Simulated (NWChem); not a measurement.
C$_{4}$H$_{4}$ClF; SMILES C1(Cl)CCC=1F

```xyz
10

F      1.7038     1.2666     0.0000
C      0.4272     0.9030     0.0000
C     -0.2218    -0.2848     0.0000
Cl     0.2523    -1.9338     0.0000
C     -1.5899     0.3687     0.0000
C     -0.8227     1.7428     0.0000
H     -2.2025     0.1853     0.9066
H     -2.2025     0.1853    -0.9066
H     -0.9873     2.3632    -0.9057
H     -0.9873     2.3632     0.9057
```
Atoms are numbered in this order, from 1.

Computed with NWChem. Medium grid unless said otherwise, to which SCAN and Minnesota functionals are sensitive. Coordinates come from a PBE-D3(BJ)/def2-SVP optimisation. Hybrids' shares of exact exchange are those that their runs print; pure functionals count as 0. The functionals differ in more than this share.

| row | share of exact exchange | orbital gap (eV) |
|---|---|---|
| PBE/def2-SVP | 0.00 | 5.09 |
| B97-D/def2-SVP | 0.00 | 5.14 |
| TPSSh/def2-SVP | 0.10 | 6.15 |
| B3LYP/def2-SVP | 0.20 | 6.82 |
| B97-2/def2-SVP | 0.21 | 6.97 |
| PBE0/def2-SVP | 0.25 | 7.28 |
| r2SCAN0/def2-SVP | 0.25 | 7.54 |
| MN15/def2-SVP | 0.44 | withheld |

Problem. Fit a straight line of the last column on the one before it, predict the withheld value, and compare with the run.

Solution. 
1. Means of the 7 shown rows: x = 0.144, y = 6.427. Slope Σ(x − x̄)(y − ȳ)/Σ(x − x̄)² = 0.6563/0.07337 = 8.945; intercept 5.137.
2. The shown rows scatter about the line by 0.097 (root mean square); the largest residual is +0.17, at r2SCAN0/def2-SVP.
3. At x = 0.44 (MN15/def2-SVP; beyond the shown range) the line gives 9.07.
4. The run gives 8.60, -0.47 from the line, 4.8 times the scatter.
